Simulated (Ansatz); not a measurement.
C3H10InNO (`CC(C)[O][InH][NH2]`). Charge 0, multiplicity 1. In takes the def2 core potential.

Z-matrix (Å, degrees):
```
C
C 1 1.520
H 1 1.093 2 111.6
H 1 1.095 2 110.9 3 120.0
H 1 1.093 2 109.9 3 -120.5
C 2 1.517 1 111.4 3 57.9
O 2 1.406 1 110.9 3 178.3
H 2 1.104 1 107.9 3 -60.3
H 6 1.093 2 111.3 1 -59.3
H 6 1.091 2 110.3 1 -180.0
H 6 1.093 2 109.8 1 61.0
In 7 1.989 2 123.3 1 74.1
N 12 2.002 7 107.2 2 -168.1
H 12 1.700 7 121.9 2 8.7
H 13 1.007 12 120.9 7 -157.4
H 13 1.009 12 117.5 7 -16.8
```

Task: What are the harmonic wavenumbers in cm⁻¹ at PBE0-D4/def2-TZVP (Ansatz, finite differences of forces, unscaled)? (An estimate is asked.)

Result: The calculation gave: 28, 54, 77, 161, 229, 262, 292, 306, 319, 400, 424, 429, 466, 613, 631, 752, 856, 918, 936, 1013, 1156, 1168, 1190, 1360, 1370, 1389, 1399, 1468, 1472, 1483, 1495, 1548, 1873, 2937, 3031, 3046, 3103, 3119, 3126, 3133, 3587, 3695.

Task: Is this a minimum?

Result: Yes, all 42 modes are real.

Task: Give the ideal-gas thermochemistry at 298.15 K and 1 bar (rigid rotor, harmonic oscillator; point group C1, symmetry number 1).

Result: Zero-point energy 336.8 kJ/mol; H(298) − E = 365.6 kJ/mol; entropy 420.6 J/(mol·K), of which translation 174.4, rotation 120.2, vibration 126.1; G(298) − E = 240.2 kJ/mol. Modes under 100 cm⁻¹ are hindered rotations or soft bends, so the harmonic entropy is rough.

Task: Rotational constants (cm⁻¹)?

Result: 0.1654, 0.03196, 0.02972.
